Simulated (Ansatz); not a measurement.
Input (CCSDT(Q)/def2-SVP; Ansatz, an electronic-structure program):

Ansatz 0.2 input:
```yaml
crystal:
  periodic: [false, false, false]
  atoms:
    - {symbol: K, position_ang: [-0.70539967, -0.28145487, -0.57490998]}
    - {symbol: O, position_ang: [1.48097262, 0.48588858, 1.20201230]}
    - {symbol: H, position_ang: [1.55481278, 1.46053390, 1.30719115]}
basis:
  gaussian:
    orbitals: def2-SVP
magnetization: {spin_polarized: true, initial_magnetization: 2}
correlation: {method: ccsdt_q, electrons: outside_noble_gas}
```

Output:

```
mean field evaluation 224: about -18340.9609 eV, gradient 2.0e1 eV
mean field evaluation 256: about -18349.7220 eV, gradient 8.5e-4 eV
mean field evaluation 288: about -18349.2600 eV, gradient 5.2e0 eV
mean field evaluation 320: about -18349.1272 eV, gradient 3.9e-1 eV
mean field evaluation 352: about -18349.9266 eV, gradient 1.1e-2 eV
mean field evaluation 384: about -18349.5746 eV, gradient 4.1e-1 eV
mean field evaluation 416: about -18346.3751 eV, gradient 3.5e-2 eV
mean field evaluation 448: about -18348.1792 eV, gradient 3.2e0 eV
mean field evaluation 480: about -18349.7715 eV, gradient 1.1e0 eV
mean field evaluation 512: about -18349.8001 eV, gradient 5.9e-1 eV
mean field evaluation 544: about -18349.8327 eV, gradient 1.4e0 eV
mean field evaluation 576: about -18349.7908 eV, gradient 3.3e-1 eV
mean field evaluation 608: about -18349.4362 eV, gradient 1.9e0 eV
mean field evaluation 640: about -18345.9019 eV, gradient 2.1e1 eV
mean field evaluation 672: about -18349.9230 eV, gradient 1.8e-1 eV
mean field evaluation 704: about -18349.8975 eV, gradient 2.1e-3 eV
mean field evaluation 736: about -18349.5254 eV, gradient 1.3e-3 eV
mean field evaluation 768: about -18349.8118 eV, gradient 8.6e-2 eV
mean field evaluation 800: about -18349.2767 eV, gradient 5.6e-1 eV
mean field evaluation 832: about -18349.3547 eV, gradient 1.2e-1 eV
mean field evaluation 864: about -18346.4736 eV, gradient 1.5e-3 eV
mean field evaluation 896: about -18343.6118 eV, gradient 2.0e1 eV
mean field evaluation 928: about -18351.5575 eV, gradient 7.3e-4 eV
mean field evaluation 960: about -18349.9571 eV, gradient 6.1e-1 eV
mean field evaluation 992: about -18349.4731 eV, gradient 3.3e0 eV
mean field evaluation 1024: about -18348.9578 eV, gradient 2.5e-1 eV
mean field -18351.55749786 eV, -674.4072989139 hartree, gradient 2.0e-6 eV, S^2 2.005443; 20 other end points of the search recorded, 0 dependent functions left out
determinant -18351.55749786 eV, -674.4072989139 hartree, with singles and doubles -18356.05933804 eV, -674.5727384892 hartree
determinant -18351.43163525 eV, -674.4026735485 hartree, with singles and doubles -18355.93011303 eV, -674.5679895577 hartree
determinant -18349.92668242 eV, -674.3473675521 hartree, with singles and doubles -18354.42447565 eV, -674.5126584042 hartree
determinant -18349.89750469 eV, -674.3462952903 hartree, with singles and doubles -18354.39339020 eV, -674.5115160352 hartree
determinant -18349.81295097 eV, -674.3431879982 hartree, with singles and doubles -18354.30791404 eV, -674.5083748442 hartree
determinant -18349.72203937 eV, -674.3398470587 hartree, with singles and doubles -18354.21012923 eV, -674.5047813189 hartree
determinant -18349.52540223 eV, -674.3326207770 hartree, with singles and doubles -18354.06022097 eV, -674.4992722917 hartree
determinant -18349.35498050 eV, -674.3263578937 hartree, with singles and doubles -18353.88232503 eV, -674.4927347367 hartree
determinant -18349.14731411 eV, -674.3187262947 hartree, with singles and doubles -18353.65041790 eV, -674.4842123067 hartree
determinant -18349.01721906 eV, -674.3139453901 hartree, with singles and doubles -18353.51903449 eV, -674.4793840554 hartree
determinant -18351.55749786 eV, -674.4072989139 hartree, with singles and doubles -18356.06531035 eV, -674.5729579673 hartree
determinant -18351.43163525 eV, -674.4026735485 hartree, with singles and doubles -18355.93546215 eV, -674.5681861339 hartree
10 core orbitals not correlated, not the lowest: weight in the atoms' cores, before any rotation towards them, 0.998 or more for the frozen orbitals, at most 0.001 for the correlated occupied ones
reference -18351.55749786 eV, -674.4072989139 hartree; 5, 3 occupied and 28, 30 virtual orbitals, 714 factors
second order -4.10603370 eV of doubles, -0.00000000 eV of singles
coupled cluster: 0.23 GiB planned
cycle   1  -4.39215723 eV  change   -2.9e-1 eV  update   3.8e-2
cycle   2  -4.52323802 eV  change   -1.3e-1 eV  update   1.5e-2
cycle   3  -4.57229586 eV  change   -4.9e-2 eV  update   8.6e-3
cycle   4  -4.56824074 eV  change    4.1e-3 eV  update   3.8e-3
cycle   5  -4.56733008 eV  change    9.1e-4 eV  update   2.1e-3
cycle   6  -4.56891474 eV  change   -1.6e-3 eV  update   1.2e-3
cycle   7  -4.56923615 eV  change   -3.2e-4 eV  update   7.7e-4
cycle   8  -4.56917898 eV  change    5.7e-5 eV  update   6.1e-4
cycle   9  -4.56924112 eV  change   -6.2e-5 eV  update   4.7e-4
cycle  10  -4.56918654 eV  change    5.5e-5 eV  update   3.4e-4
cycle  11  -4.56934907 eV  change   -1.6e-4 eV  update   2.3e-4
cycle  12  -4.56936076 eV  change   -1.2e-5 eV  update   1.4e-4
cycle  13  -4.56935575 eV  change    5.0e-6 eV  update   8.3e-5
cycle  14  -4.56933952 eV  change    1.6e-5 eV  update   4.7e-5
cycle  15  -4.56934718 eV  change   -7.7e-6 eV  update   3.0e-5
cycle  16  -4.56935783 eV  change   -1.1e-5 eV  update   2.0e-5
cycle  17  -4.56936241 eV  change   -4.6e-6 eV  update   1.2e-5
cycle  18  -4.56936393 eV  change   -1.5e-6 eV  update   7.7e-6
cycle  19  -4.56936400 eV  change   -7.1e-8 eV  update   4.0e-6
cycle  20  -4.56936404 eV  change   -3.7e-8 eV  update   2.7e-6
cycle  21  -4.56936466 eV  change   -6.2e-7 eV  update   1.8e-6
cycle  22  -4.56936528 eV  change   -6.3e-7 eV  update   1.6e-6
cycle  23  -4.56936556 eV  change   -2.8e-7 eV  update   1.4e-6
cycle  24  -4.56936557 eV  change   -1.6e-8 eV  update   1.4e-6
cycle  25  -4.56936557 eV  change    2.2e-9 eV  update   8.9e-7
perturbative correction -0.00697444 eV, -0.0002563059 hartree
Total energy: -18356.13383787 eV, -674.5754763074 hartree
```

This triplet is an excited state, 3.5 eV above the singlet at CCSD(T)/def2-QZVPP (Ansatz).
